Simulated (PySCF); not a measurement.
## Working with the constants of SbS

r²SCAN constants of SbS, ²Π (doublet), unpaired electrons π ↑ (PySCF, scalar-relativistic core potentials, basis sets Sb def2-SVPD with ECP28, S def2-SVPD; masses 120.9038 and 31.9721 u):

- ωe: 485.6 cm⁻¹
- ωexe: 1.93 cm⁻¹
- Be: 0.1324 cm⁻¹
- αe: 0.000497 cm⁻¹
- D (centrifugal): 3.94e-08 cm⁻¹
- De to Sb + S: 3.45 eV

Give the vibrational terms G(v) and spacings up to v = 3.

G(v) = ωe(v+½) − ωexe(v+½)².

| v | G(v) (cm⁻¹) | G(v) − G(v−1) | Bv (cm⁻¹) |
| --- | --- | --- | --- |
| 0 | 242 |  | 0.1322 |
| 1 | 724 | 482 | 0.1317 |
| 2 | 1202 | 478 | 0.1312 |
| 3 | 1676 | 474 | 0.1307 |

How well does the Morse estimate ωe²/(4ωexe) reproduce De, and what is D0?

It gives 3.79 eV, 110 % of the computed De. D0 = De − G(0) = 3.45 − 0.03 = 3.42 eV.

Spin–orbit coupling is left out, which matters for elements this heavy, above all for dissociation energies. The state was picked by a PBE0 search and need not be the measured ground state.
